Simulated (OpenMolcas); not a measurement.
Tm3+ in a ligand field

Tm3+ with 6 ligands (oxide) in trigonal prismatic coordination (D3h) at 2.26 Å, a polar angle of 51.1° against the regular 49.1°. A charge of +1.5 e stands 2.4 Å behind each ligand. Ligand basis ANO-RCC-VDZP.

| Property | Result |
| --- | --- |
| Program | OpenMolcas 26.06 |
| Method | CASSCF |
| Basis | ANO-RCC-VDZP [7s6p4d2f1g] |
| Scalar Hamiltonian | DKH2, point nucleus |
| Active space | 12 electrons in 7 orbitals (4f) |
| State averaging | 2S+1 = 3 even, 21 roots; 2S+1 = 1 even, 27 roots kept (CI in the orbitals of an earlier block) |
| Spin-orbit coupling | RASSI with atomic mean-field integrals over the reference wave functions |

The lowest spin-free states (labels of D3, the rotations of D3h), above the lowest:

```tsv
State	Degeneracy	E (cm-1)	Free-ion L (%)
3A2	1	0.0	H (100)
3E	2	47.0	H (100)
3E	2	182.3	H (100)
3A1	1	382.5	H (100)
3A2	1	405.2	H (100)
3E	2	587.5	H (100)
3E	2	609.5	H (100)
3A1	1	8096	F (100)
3A2	1	8109	F (100)
3E	2	8306	F (100)
3E	2	8324	F (100)
3A2	1	8324	F (100)
1A1	1	9093	G (100)
1E	2	9205	G (100)
1E	2	9245	G (100)
1E	2	9436	G (100)
1A1	1	9506	G (100)
1A2	1	9535	G (100)
1E	2	28000	D (100)
1E	2	28241	D (100)
```

The lowest levels with spin-orbit coupling:

```tsv
E (cm-1)	Degeneracy	Label	2S+1	J	|mJ| (%)	g
0.0	1	A1	3	6.01	0 (100)	
31.7	2	E	3	6.01	1 (100)	0.00 0.00 2.34
124.2	2	E	3	6.01	2 (100)	0.00 0.00 4.67
260.7	1	A2	3	6.01	3 (100)	
276.8	1	A1	3	6.01	3 (100)	
443.3	2	E	3	6.01	4 (100)	0.00 0.00 9.33
578.6	2		3	6.01	6 (100)	0.00 0.00 13.96
589.8	2	E	3	6.01	5 (100)	0.00 0.00 11.64
6920	2	E	3 (66 %)	4.01	4 (100)	0.00 0.00 8.92
6928	1	A1	3 (64 %)	4.01	0 (100)	
6990	2	E	3 (65 %)	4.01	1 (100)	0.00 0.00 2.19
7111	2	E	3 (65 %)	4.01	2 (100)	0.00 0.00 4.43
7127	1	A1	3 (66 %)	4.02	3 (100)	
7140	1	A2	3 (66 %)	4.02	3 (100)	
8381	1	A2	3	5.01	0 (100)	
8421	2	E	3	5.01	1 (100)	0.00 0.00 2.09
8538	2	E	3	5.01	2 (100)	0.00 0.00 4.13
8710	1	A1	3	5.01	3 (100)	
8719	1	A2	3	5.01	3 (100)	
8886	2	E	3	5.01	4 (100)	0.00 0.00 8.17
```

Powder χT (cm3 K/mol): 0.623 at 2 K, 3.03 at 10 K, 6.18 at 50 K, 6.66 at 100 K, 6.92 at 200 K, 7.01 at 300 K. The effective moment at 300 K is 2.828 √(χT) = 7.49 μB.

Hund's rules give f12 the level 3H6 with g = 1.167, so an isolated free-ion multiplet has χT = g² J(J+1) / 8 = 7.146 cm3 K/mol. The computed 7.010 at 300 K differs by -2 %, through the field's splitting, the mixing of terms and any other multiplet in reach.

Stevens parameters of the J = 6 multiplet, which is 590 cm-1 wide (cm-1, z along the main axis): B20 = 5.695e+00, B40 = -1.729e-02, B60 = -4.667e-05, B66 = 2.686e-04.

Metal share of the active 4f orbitals (Löwdin): 100, 100, 100, 100, 100, 100, 100 %; Mulliken charge of the metal 2.01.

The oxide ions are held by bare point charges, a crude embedding. Without dynamic correlation the ligand-field splitting of an f shell can come out too small, at times by half. The first state left out of the spin-orbit step lies near 83000 cm-1 above the lowest spin-free state of the reference (among the parities and spins computed), and the lists stop at four fifths of that energy or lower. No measured value stands beside these numbers; the geometry was imposed, not optimised, and the real ion may take another.

With an even number of electrons the g values are those of a degenerate or nearly degenerate non-Kramers pair.
